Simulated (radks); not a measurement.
Valence configurations of Mg I (all share [Ne]). Calculated with a radial shooting solver on a logarithmic mesh with Libxc functionals: non-relativistic Kohn-Sham, LDA (Slater exchange, Perdew-Wang correlation), spin-unpolarised, spherical densities, point nucleus. Energies are relative to 3s2; eigenvalues in eV.

valence      E (eV)   e(3p)   e(3s)
3s2           0.000       -  -4.775
3s1.5 3p0.5   1.723  -1.789  -5.294
3s1 3p1       3.505  -2.129  -5.750
3s0.5 3p1.5   5.343  -2.427  -6.155
3p2           7.231  -2.697       -

NIST lists [Ne] 3s2 as the ground configuration; this level of theory agrees among the configurations tried. The energies are those of spherical spin-averaged densities, not of single terms.
